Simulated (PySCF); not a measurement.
## SMILES CSc1cccc2[se]nnc12, C7H6N2SSe

Molfile (atoms numbered from 1):
```
C7H6N2SSe
     RDKit          3D

 17 18  0  0  0  0  0  0  0  0999 V2000
   -3.2756   -0.4501    0.4820 C   0  0  0  0  0  0  0  0  0  0  0  0
   -2.5115    1.1418    0.1307 S   0  0  0  0  0  0  0  0  0  0  0  0
   -0.8089    0.8759   -0.1823 C   0  0  0  0  0  0  0  0  0  0  0  0
   -0.0813    2.0327   -0.4853 C   0  0  0  0  0  0  0  0  0  0  0  0
    1.2870    1.9863   -0.7574 C   0  0  0  0  0  0  0  0  0  0  0  0
    1.9994    0.7922   -0.7425 C   0  0  0  0  0  0  0  0  0  0  0  0
    1.2986   -0.3764   -0.4434 C   0  0  0  0  0  0  0  0  0  0  0  0
    1.8973   -2.1237   -0.3307 Se  0  0  0  0  0  2  0  0  0  0  0  0
    0.0665   -2.5819    0.1037 N   0  0  0  0  0  0  0  0  0  0  0  0
   -0.6498   -1.5762    0.1145 N   0  0  0  0  0  0  0  0  0  0  0  0
   -0.0964   -0.3464   -0.1634 C   0  0  0  0  0  0  0  0  0  0  0  0
   -4.3311   -0.1981    0.6600 H   0  0  0  0  0  0  0  0  0  0  0  0
   -3.1972   -1.1397   -0.3668 H   0  0  0  0  0  0  0  0  0  0  0  0
   -2.8508   -0.9219    1.3758 H   0  0  0  0  0  0  0  0  0  0  0  0
   -0.6034    2.9922   -0.5081 H   0  0  0  0  0  0  0  0  0  0  0  0
    1.8087    2.9181   -0.9886 H   0  0  0  0  0  0  0  0  0  0  0  0
    3.0683    0.7746   -0.9578 H   0  0  0  0  0  0  0  0  0  0  0  0
  1  2  1  0
  2  3  1  0
  3  4  1  0
  4  5  2  0
  5  6  1  0
  6  7  2  0
  7  8  1  0
  8  9  1  0
  9 10  2  0
 10 11  1  0
 11  3  2  0
 11  7  1  0
  1 12  1  0
  1 13  1  0
  1 14  1  0
  4 15  1  0
  5 16  1  0
  6 17  1  0
M  END
```

The calculation used quadratic response CAM-B3LYP/aug-cc-pVDZ first hyperpolarisability, Taylor convention, gas phase in PySCF 2.14.0. Geometry: PBE0-D3(BJ)/def2-SVP.

The calculation is non-relativistic, which matters for the atoms heavier than Zn.

Question: Give the tensor of the second harmonic β(−2ω;ω,ω) at 1064 nm in the axes of these coordinates.

Answer: In au, Taylor convention; rows are the first index (the induced dipole):
|  | xx | yy | zz | xy | xz | yz |
| --- | --- | --- | --- | --- | --- | --- |
| x | -1078.3 | -182.3 | -81.1 | +302.4 | +154.8 | -42.4 |
| y | +288.7 | +214.3 | +21.5 | -177.1 | -39.4 | +10.9 |
| z | +157.3 | +11.7 | +32.6 | -43.0 | -79.8 | +18.9 |

Norm of βᵢ = ⅓ Σⱼ (βᵢⱼⱼ + βⱼᵢⱼ + βⱼⱼᵢ): 1453.0 au, hyper-Rayleigh value 566.2 au.
